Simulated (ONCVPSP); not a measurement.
## Before and after: ONCV potential for B

| Item | Value |
| --- | --- |
| Element | B (Z = 5) |
| Generator | ONCVPSP 4.0.1 |
| Type | optimised norm-conserving Vanderbilt (ONCV) |
| Functional | PBE |
| Relativity | scalar-relativistic |
| Frozen core | [He] |
| Valence charge | 3 |
| Reference configuration | 2s2 2p1 |
| Partial waves | 2s: rc 1.15 bohr, ncon 3, nbas 6, qcut 7.1 1/bohr, 3 projectors, debl 0.8 Ha; 2p: rc 2.05 bohr, ncon 3, nbas 7, qcut 4.1 1/bohr, 2 projectors, debl 2.7 Ha; d scattering state at 0.46 Ha: rc 1.60 bohr, ncon 4, nbas 9, qcut 5.9 1/bohr, 1 projector |
| Local potential | polynomial inside 0.75 bohr (lpopt 5, dvloc0 0 Ha) |
| Core correction | Teter function, fcfact 3.5, rcfact 1.05 |

All-electron outer shells of the reference configuration (PBE, scalar-relativistic, ld1.x):

```tsv
shell	level (eV)	outermost node (bohr)	outermost maximum (bohr)
1s	-180.59	–	0.21
2s	-9.44	0.46	1.52
2p	-3.61	–	1.57
```

Change: core correction Teter function, fcfact 6.7, rcfact 1.05.

Cutoffs: the cutoffs (Ha) at which the residual kinetic energy of the hardest occupied pseudo-wave falls to 1 and 0.1 mHa per electron; they do not see the model core or the augmentation charge, which bear on the density cutoff. Errors are all-electron minus pseudo energies relative to the spin-unpolarised reference configuration.

Task: Predict the effect on cutoff, ghosts and configuration errors.

Result: The potential gets neither clearly harder nor softer (13 Ha and 33 Ha → 13 Ha and 33 Ha); both files keep a bound ghost (s); the errors of the 4 common tests hardly move. A model core, the more so a compact one, raises the density cutoff, which this test does not measure.

```csv
quantity,base,changed
"cutoff, loose",13 Ha,13 Ha
"cutoff, tight",33 Ha,33 Ha
bound ghosts,s,s
GHOST(+) flags under 300 eV,none,none
"error for 2s2 2p0, meV [ΔE 8.22 eV]",+45,+45
"error for 2s1 2p0, meV [ΔE 33.64 eV]",+183,+185
"error for 2s2 2p0.5, meV [ΔE 2.89 eV]",+5.6,+5.7
"error for 2s1 2p1, meV [ΔE 14.36 eV]",-18,-17
s: phases at 1.16 bohr within 0.05 rad from the reference energy up to (Ha; the scan ends near 5),to the end of the scan,to the end of the scan
p: phases at 2.08 bohr within 0.05 rad from the reference energy up to (Ha; the scan ends near 5),to the end of the scan,to the end of the scan
d: phases at 1.63 bohr within 0.05 rad from the reference energy up to (Ha; the scan ends near 5),to the end of the scan,to the end of the scan
"rms error of d²Exc/dni dnj with the model core, mHa",2.50,2.60
```

Base: The cutoffs count occupied waves only; projector 2 of the p channel, the hardest unoccupied one, needs 48 Ha at the loose tolerance. Changed file: The cutoffs count occupied waves only; projector 2 of the p channel, the hardest unoccupied one, needs 48 Ha at the loose tolerance. A true bound ghost makes a file unfit for plane-wave use even where its test errors are small: the radial tests pick states by their node count and pass the ghost by.
